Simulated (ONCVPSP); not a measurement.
What one change does to a pseudopotential (Sb, ONCV)

```json
{
  "Element": "antimony",
  "Generator": "ONCVPSP 4.0.1",
  "Type": "optimised norm-conserving Vanderbilt (ONCV)",
  "Functional": "PBEsol",
  "Relativity": "fully relativistic",
  "Frozen core": "[Kr] 4d10",
  "Valence charge": "5",
  "Reference configuration": "5s2 5p2.75 (charge +0.25)",
  "Partial waves": "5s: rc 1.90 bohr, ncon 3, nbas 8, qcut 3 1/bohr, 1 projector; 5p: rc 2.45 bohr, ncon 3, nbas 7, qcut 2.8 1/bohr, 2 projectors, debl 3.3 Ha",
  "Local potential": "polynomial inside 1.70 bohr (lpopt 5, dvloc0 4 Ha)",
  "Core correction": "none"
}
```

Open shells are filled in proportion to 2j + 1.

All-electron outer shells of the reference configuration (PBEsol, scalar-relativistic, ld1.x):

```csv
shell,level (eV),outermost node (bohr),outermost maximum (bohr)
4p,-103.61,0.39,0.76
4d,-35.43,0.38,0.84
5s,-14.72,0.95,1.88
5p,-6.53,1.04,2.32
```

Change: all radii scaled by about 0.85 (s 1.62, p 2.08 bohr); local potential polynomial inside 1.44 bohr (lpopt 5, dvloc0 4 Ha).

Cutoffs: the cutoffs (Ha) at which the residual kinetic energy of the hardest occupied pseudo-wave falls to 1 and 0.1 mHa per electron; they do not see the model core or the augmentation charge, which bear on the density cutoff. Errors are all-electron minus pseudo energies relative to the spin-unpolarised reference configuration.

Task: What does the change do?

Result: The potential gets neither clearly harder nor softer (21 Ha and 55 Ha → 18 Ha and 60 Ha); a bound ghost appears in s, which as a rule spoils a file; the number of tests that count goes from 4 to 1.

| quantity | base | changed |
| --- | --- | --- |
| cutoff, loose | 21 Ha | 18 Ha |
| cutoff, tight | 55 Ha | 60 Ha |
| loose cutoff by channel | s 21 Ha, p 3.8 Ha | s 18 Ha, p 11 Ha |
| bound ghosts | none | s |
| GHOST(+) flags under 300 eV | none | p3/2 at 136.1 eV, p1/2 at 139.0 eV |
| tests counted (converged, no solver errors) | 4 of 4 | 1 of 4 |
| error for 5s2 5p3, meV [ΔE -1.42 eV] | -0.5 | -0.2 |

Changed file: Tests not counted: 5s2 5p2 (no result); 5s2 5p1 (no result); 5s1 5p3 (solver warning, printed error -44.9 eV). A true bound ghost makes a file unfit for plane-wave use even where its test errors are small: the radial tests pick states by their node count and pass the ghost by. Where a test does run into it, the solver fails or the error is huge.
